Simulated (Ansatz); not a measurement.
C₂H₉GeP (`[CH3][GeH]([CH3])[PH2]`) from Hartree–Fock to CCSD(T)

Cartesian coordinates in Å:
```
C 0.615 -0.269 -1.759
Ge 0.541 -0.158 0.193
C -0.393 1.467 0.752
P -0.482 -2.095 0.982
H 1.147 -1.167 -2.072
H -0.394 -0.299 -2.174
H 1.131 0.603 -2.166
H 1.976 -0.154 0.766
H 0.122 2.351 0.368
H -1.414 1.462 0.368
H -0.432 1.530 1.840
H -0.632 -1.598 2.306
H -1.784 -1.672 0.596
```

The species carries charge 0 and has multiplicity 1. Correlated methods include outer-core shells of Ge, which these sets cover unevenly. Scalar relativity is left out up to krypton. All single points use the PBE0-D4/def2-TZVP geometry. It is one conformer, not always the lowest. Frozen core, restricted reference, Ansatz.

```json
{"basis": "def2-SVP", "HF (Eh)": "-2496.66698", "MP2 corr.": "-0.65163", "CCSD corr.": "?", "(T)": "-0.02091", "CCSD(T) total": "?"}
{"basis": "def2-TZVPP", "HF (Eh)": "-2497.13942", "MP2 corr.": "-0.78427", "CCSD corr.": "?", "(T)": "?", "CCSD(T) total": "?"}
{"basis": "def2-QZVPP", "HF (Eh)": "?", "MP2 corr.": "-1.08202", "CCSD corr.": "–", "(T)": "–", "CCSD(T) total": "–"}
```

Q: Fill in the withheld values. (An estimate is asked.)

A: The calculation gave: def2-SVP CCSD corr.: -0.70748; def2-SVP CCSD(T) total: -2497.39537; def2-TZVPP CCSD corr.: -0.83743; def2-TZVPP (T): -0.03280; def2-TZVPP CCSD(T) total: -2498.00965; def2-QZVPP HF (Eh): -2497.19463.
